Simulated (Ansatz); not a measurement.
Computed with Ansatz on PBE0-D4/def2-TZVP structures; ΔE is electronic, products minus reactants. CCSD(T)/CBS is the MP2 limit (def2-TZVPP, def2-QZVPP) plus CCSD(T) − MP2 in def2-TZVPP, frozen cores. This one scheme is used for every species. DFT in def2-TZVPP. One conformer a species, not always the lowest.

Consider the formal exchange of groups at the Si–Si bond: `N[SiH]([SiH3])BF` + `[AlH2][SiH3]` → `[AlH2][SiH2][SiH3]` + `N[SiH2]BF`.

```csv
level,ΔE (kJ/mol)
PBE0-D4,-7.0
B2PLYP,-8.6
MP2/def2-TZVPP,-10.3
CCSD/def2-TZVPP,-9.4
```

**Question.** What does CCSD(T)/CBS give? (Estimate.)

**Answer.** Ansatz gave: -9.0 kJ/mol. The listed levels differ from it by 2.0, 0.4, -1.3, -0.4 kJ/mol.

Largest T1 diagnostic among the species: 0.014.
